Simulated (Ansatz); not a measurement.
Molecule: sum formula H₇Si₃O₂ (charge -1, singlet). It need not be the lowest isomer of its formula. Whether it binds its extra electron was not tested at this geometry. 
Geometry from a B3LYP-D3(BJ)/def2-TZVP (Ansatz, a quantum-chemistry and plane-wave program) optimisation:
```
O
Si 1 1.6283
Si 1 1.6536 2 145.66
O 3 1.5999 1 114.61 2 -37.68
H 2 1.4792 1 114.21 3 -48.11
H 2 1.4803 5 110.61 1 -129.37
Si 4 1.7887 3 126.44 1 54.77
H 3 1.4891 4 112.98 7 -66.87
H 3 1.4908 8 108.23 1 -111.69
H 2 1.4984 5 106.50 6 -114.71
H 7 1.5534 4 96.89 3 39.20
H 7 1.5545 11 91.09 4 96.95
```
Charge -1, spin multiplicity 1.

Basis-set convergence of Hartree-Fock and MP2 correlation energies (hartree) with Ansatz. Correlated levels leave the core frozen unless marked. No spin-orbit coupling. No relativistic terms.

| basis | functions | E(HF) | E(corr, MP2) |
|---|---|---|---|
| aug-cc-pV(D+d)Z | 205 | -1020.78431 | -0.72789 |
| aug-cc-pV(T+d)Z | 418 | -1020.87934 | -0.87940 |
| aug-cc-pV(Q+d)Z | 749 | -1020.90052 | -0.93612 |

Extrapolating the two largest sets (X = 3 and 4) as X^-3: E(corr) = (64·(-0.93612) - 27·(-0.87940))/37 = -0.9775 Eh, an estimate of the basis-set limit. The largest set recovers 95.8 % of it, the smallest 74.5 %.
